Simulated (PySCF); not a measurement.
**Radial density of Ga (gallium, neutral)**

BP86, [Ar] 3d10 4s1 4p2, high-spin 4P determinant (an excited configuration). Computed with PySCF 2.14 in aug-cc-pVTZ-PP with ECP10MDF, with scalar relativity through the core potential. This is the valence pseudo-density: the core potential removes the inner electrons and smooths the orbitals near the nucleus.

| r (bohr) | 4πr²ρ (e/bohr) | 4πr²(ρα − ρβ) |
| --- | --- | --- |
| 0.00247 | 2.668e-05 | 0.0000 |
| 0.00415 | 7.246e-05 | 0.0000 |
| 0.00698 | 0.0001857 | 0.0000 |
| 0.0117 | 0.0004354 | 0.0000 |
| 0.0197 | 0.0009691 | 0.0000 |
| 0.0332 | 0.002517 | 0.0001 |
| 0.0558 | 0.01599 | 0.0000 |
| 0.0939 | 0.1684 | -0.0008 |
| 0.158 | 1.394 | -0.0067 |
| 0.266 | 7.641 | -0.0030 |
| 0.447 | 23.59 | 0.1046 |
| 0.752 | 20.42 | -0.0302 |
| 1.26 | 4.981 | 0.4682 |
| 2.13 | 1.575 | 1.2235 |
| 3.58 | 0.6035 | 0.5945 |
| 6.02 | 0.06774 | 0.0677 |
| 10.1 | 0.001008 | 0.0010 |

Energies and moments cover only the electrons outside the core potential.

**Question.** Where is the radial spin density 4πr²(ρα − ρβ) most negative, and why is it negative at all?

**Answer.** Around r = 0.752 bohr, down to -0.0302 e/bohr: exchange with the open shell polarises the paired shells in an unrestricted calculation.
